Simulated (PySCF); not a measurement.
C9H8O2.
Z-matrix (Å and degrees, PBE0-D3(BJ)/def2-SVP geometry), rows numbered from 1:
```
C 
C   1  1.3331
C   2  1.4937  1  125.06
C   3  1.4999  2  114.49  1   116.12
C   4  1.3474  3  124.47  2   -20.44
C   5  1.4772  4  122.57  3  -178.65
O   6  1.2154  5  121.65  4  -179.89
C   6  1.4842  5  117.36  4     0.28
C   8  1.3405  6  120.99  5    -0.22
C   9  1.4813  8  121.59  6    -0.35
O  10  1.2148  4  121.01  3    -2.06
H   1  1.0931  2  121.56  3   179.33
H   1  1.0954  2  121.33  3    -0.02
H   2  1.0975  1  119.10  3   179.79
H   3  1.1045  2  110.52  1    -6.27
H   3  1.1031  2  111.02  1  -122.08
H   5  1.0935  4  121.57  3     0.88
H   8  1.0927  6  116.04  5   179.75
H   9  1.0931  8  122.87  6  -179.93
```

The calculation used PySCF 2.14.0, PBE0-D3(BJ)/def2-SVP geometry optimisation, gas phase.

Masses are those of the commonest isotopes; rigid-rotor values at the optimised geometry. The values belong to one conformer with, in the numbering `[CH2:1]=[CH:2][CH2:3][C:4]1=[CH:5][C:6](=[O:7])[CH:8]=[CH:9][C:10]1=[O:11]`, C1–C2–C3–C4 116°, C2–C3–C4–C5 -20°.

(1) Give the principal moments of inertia and the rotational constants in cm⁻¹.

(2) What kind of rotor is it?

(3) Is it planar, by Δ = Ic − Ia − Ib?

(4) Give the other two planar moments, Paa and Pbb, and the rms extents of the mass along the axes.

(5) Give the coordinates in the principal-axis frame, origin at the centre of mass.

(6) List the rotational levels J(Ka,Kc) to J = 4 (cm⁻¹).

(7) Which types of transition are allowed, and where do some lines up to J = 4 fall?

(8) Estimate the classical rotational partition function at 25 K, 50 K and 500 K.

Results:

(1) Ia = 318.12, Ib = 589.07, Ic = 888.90 u·Å²; 505379 MHz·u·Å²/I gives 1589, 857.9 and 568.5 MHz, that is A = 0.05299, B = 0.02862, C = 0.01896 cm⁻¹.

(2) An asymmetric top. Ray's parameter κ = (2B − A − C)/(A − C) = -0.433; −1 is the prolate and +1 the oblate limit.

(3) Not planar: Δ = Ic − Ia − Ib = -18.29 u·Å². For a rigid frame Δ = −2 Σ m c², so Σ m c² = 9.14 u·Å² lies off the ab plane: 5.58 from hydrogen and 3.56 from heavier atoms. The atom farthest from that plane is 1.49 Å away.

(4) Paa = Σ m a² = (Ib + Ic − Ia)/2 = 579.92 and Pbb = Σ m b² = (Ia + Ic − Ib)/2 = 308.98 u·Å². With the mass M = 148.05 u, the rms extents √(P/M) along a, b and c are 1.98, 1.44, 0.25 Å.

(5) The sense of each axis is arbitrary; atoms in the order of the calculation.
| atom | mass (u) | a (Å) | b (Å) | c (Å) |
| --- | --- | --- | --- | --- |
| C1 | 12.000 | -3.673 | 1.044 | -0.317 |
| C2 | 12.000 | -2.760 | 0.435 | 0.440 |
| C3 | 12.000 | -1.852 | -0.658 | -0.023 |
| C4 | 12.000 | -0.395 | -0.306 | -0.002 |
| C5 | 12.000 | 0.086 | 0.953 | 0.006 |
| C6 | 12.000 | 1.532 | 1.252 | -0.003 |
| O7 | 15.995 | 1.948 | 2.395 | 0.006 |
| C8 | 12.000 | 2.467 | 0.100 | -0.027 |
| C9 | 12.000 | 2.009 | -1.160 | -0.036 |
| C10 | 12.000 | 0.559 | -1.459 | -0.014 |
| O11 | 15.995 | 0.155 | -2.605 | -0.003 |
| H12 | 1.008 | -4.316 | 1.832 | 0.084 |
| H13 | 1.008 | -3.818 | 0.768 | -1.367 |
| H14 | 1.008 | -2.643 | 0.742 | 1.487 |
| H15 | 1.008 | -2.115 | -0.972 | -1.048 |
| H16 | 1.008 | -1.981 | -1.566 | 0.591 |
| H17 | 1.008 | -0.580 | 1.820 | 0.011 |
| H18 | 1.008 | 3.532 | 0.346 | -0.037 |
| H19 | 1.008 | 2.670 | -2.031 | -0.052 |

(6) Above 0(0,0):
J = 1: 1(0,1) 0.0476, 1(1,1) 0.0720, 1(1,0) 0.0816
J = 2: 2(0,2) 0.1404, 2(1,2) 0.1575, 2(1,1) 0.1864, 2(2,1) 0.2595, 2(2,0) 0.2619
J = 3: 3(0,3) 0.2746, 3(1,3) 0.2844, 3(1,2) 0.3420, 3(2,2) 0.4023, 3(2,1) 0.4132, 3(3,1) 0.5496, 3(3,0) 0.5500
J = 4: 4(0,4) 0.4468, 4(1,4) 0.4516, 4(1,3) 0.5457, 4(2,3) 0.5908, 4(2,2) 0.6197, 4(3,2) 0.7437, 4(3,1) 0.7462, 4(4,1) 0.9449, 4(4,0) 0.9449
The levels of one J sum to (2J + 1)J(J + 1)(A + B + C)/3.

(7) The dipole components are |μa| = 0.50 D, |μb| = 0.41 D, |μc| = 0.06 D. The squared components, which scale the intensities, stand as 1.00 : 0.68 : 0.02 (a : b : c). Some of the stronger lines:

| type | branch | J(Ka,Kc) | MHz | lower level (cm⁻¹) |
| --- | --- | --- | --- | --- |
| a | Q | 2(1,1) ← 2(1,2) | 868 | 0.157 |
| a | R | 1(0,1) ← 0(0,0) | 1426 | 0.000 |
| b | Q | 3(1,2) ← 3(0,3) | 2021 | 0.275 |
| b | R | 4(2,2) ← 3(3,1) | 2102 | 0.550 |
| b | Q | 4(2,2) ← 4(1,3) | 2220 | 0.546 |
| b | R | 3(1,2) ← 2(2,1) | 2471 | 0.260 |
| a | Q | 4(1,3) ← 4(1,4) | 2819 | 0.452 |
| b | Q | 4(1,3) ← 4(0,4) | 2964 | 0.447 |
| a | R | 3(1,3) ← 2(1,2) | 3806 | 0.157 |
| b | Q | 3(3,0) ← 3(2,1) | 4100 | 0.413 |
| b | R | 3(1,3) ← 2(0,2) | 4317 | 0.140 |
| a | R | 3(1,2) ← 2(1,1) | 4663 | 0.186 |
| a | R | 4(1,4) ← 3(1,3) | 5014 | 0.284 |
| a | R | 4(0,4) ← 3(0,3) | 5164 | 0.275 |
| b | R | 2(2,1) ← 1(1,0) | 5334 | 0.082 |
| a | R | 4(3,2) ← 3(3,1) | 5820 | 0.550 |
| a | R | 4(3,1) ← 3(3,0) | 5883 | 0.550 |
| b | Q | 4(4,0) ← 4(3,1) | 5957 | 0.746 |
| b | Q | 4(4,1) ← 4(3,2) | 6030 | 0.744 |
| a | R | 4(2,2) ← 3(2,1) | 6191 | 0.413 |
| b | R | 3(3,0) ← 2(2,1) | 8707 | 0.260 |

(8) Point group C1, symmetry number σ = 1; q = (√π/σ)·√((kT/h)³/(ABC)), k/h = 20836.6 MHz/K: 23900 at 25 K, 67700 at 50 K, 2140000 at 500 K.

No PBE0-D3(BJ)/def2-SVP frequencies stand behind this structure, so it isn't proved a minimum. Constants of a rigid frame at the computed geometry: no zero-point averaging, no centrifugal distortion.
